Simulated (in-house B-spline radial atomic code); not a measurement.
Results of a calculation; reference values are marked as such.
# Ghost states of the separable form: Sc

Sc, [Ar] 3d1 4s2, non-relativistic LDA (VWN5), spherical and spin-unpolarised, from a B-spline radial code for spherical atoms (atomic units; all potentials screened as in the neutral atom).

Troullier-Martins channels: 4s (ε = -0.1565, r_c = 3.215 bohr), 3p (ε = -1.2332, r_c = 1.161 bohr), 3d (ε = -0.1311, r_c = 3.215 bohr). In the Kleinman-Bylander form one channel serves as the local potential, and each other channel l becomes |δV u><u δV|/<u|δV|u>, with δV = V_l − V_local and u the pseudo-orbital. Its strength is E_KB = <u|δV²|u>/<u|δV|u>. By the analysis of Gonze, Stumpf and Scheffler a spurious state lies below the reference level ε if E_KB > 0 and ε is above the second level of the local potential alone, or if E_KB < 0 and ε is above its first. The table's levels are those of angular momentum l in a sphere of 9 bohr, whose wall can lift a shallow ε a little above its free-atom value.

```tsv
local	channel	<u δV u>	<u δV² u>	ε	first local level	second local level
d	s	0.1191	0.46404	-0.1547	-3.1214	-0.3146
d	p	0.26748	0.47283	-1.2332	-1.5582	-0.0250
s	d	-1.9297	7.2771	-0.1309	0.0694	0.3260
s	p	-3.698	17.58	-1.2332	-0.0574	0.1891
p	d	-0.31151	0.35579	-0.1309	0.0178	0.1896
p	s	0.14261	0.33187	-0.1547	-3.1196	-0.3058
```

Task: Apply the rule to each row.

Result: Local d, channel s: E_KB = +3.9, so ε = -0.1547 is set against -0.3146: a ghost. Local d, channel p: E_KB = +1.77, so ε = -1.2332 is set against -0.0250: no ghost. Local s, channel d: E_KB = -3.77, so ε = -0.1309 is set against 0.0694: no ghost. Local s, channel p: E_KB = -4.75, so ε = -1.2332 is set against -0.0574: no ghost. Local p, channel d: E_KB = -1.14, so ε = -0.1309 is set against 0.0178: no ghost. Local p, channel s: E_KB = +2.33, so ε = -0.1547 is set against -0.3058: a ghost.

Diagonalising the separable Hamiltonian gives:

| local | channel | three lowest levels | all-electron, two lowest valence levels |
| --- | --- | --- | --- |
| d | s | -1.0461, -0.1547, 0.1154 | -0.1547, 0.1145 |
| d | p | -1.2332, -0.0239, 0.2340 | -1.2332, -0.0461 |
| s | d | -0.1309, 0.1065, 0.4084 | -0.1309, 0.1021 |
| s | p | -1.2332, -0.0239, 0.2429 | -1.2332, -0.0461 |
| p | d | -0.1309, 0.1040, 0.3954 | -0.1309, 0.1021 |
| p | s | -1.5186, -0.1547, 0.1138 | -0.1547, 0.1145 |

Task: Which choices of local channel are safe?

Result: Free of ghosts: s. With d local the s channel has a ghost 0.89 hartree below ε, since the local potential binds more than one state below ε, and a repulsive term of rank one raises each level at most to the next, so it clears only one of them. With p local the s channel has a ghost 1.36 hartree below ε, since the local potential binds more than one state below ε, and a repulsive term of rank one raises each level at most to the next, so it clears only one of them. Among the safe choices the second level, which tests transfer, is off by at most 22.2 millihartree (s local).
